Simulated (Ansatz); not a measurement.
Gas-phase electronic energies from Ansatz, PBE0-D4/def2-TZVP geometries. CCSD(T)/CBS is the MP2 limit (def2-TZVPP, def2-QZVPP) plus CCSD(T) − MP2 in def2-TZVPP, frozen cores. Functionals use def2-TZVPP. Each species was taken in one conformer, which may not be the lowest.

`CC(F)S[SiH3]` + `CSCF` → `CSC(F)[SiH3]` + `CC(F)S`  (formal exchange of groups at the Si–S bond)

```csv
level,ΔE (kJ/mol),difference from CCSD(T)/CBS
PBE-D4,66.7,-1.5
ωB97X-V,67.4,-0.8
B2PLYP,67.7,-0.5
HF/def2-TZVPP,74.1,5.9
MP2/def2-TZVPP,70.5,2.3
HF/def2-QZVPP,73.9,5.7
MP2/def2-QZVPP,71.1,2.9
SCS-MP2/def2-QZVPP,70.0,1.8
HF/CBS(def2),73.9,5.7
MP2/CBS(def2),71.7,3.5
CCSD(T)/CBS,68.2,0
```

Largest T1 diagnostic among the species: 0.012.

From PBE to PBE0 (25 % exact exchange), in def2-TZVPP and without D4, ΔE moves by +3.7 kJ/mol. In def2-TZVPP, CCSD(T) changes the Hartree–Fock value by −7.1 kJ/mol (the triples alone add −0.4 kJ/mol) and MP2 by −3.5 kJ/mol.
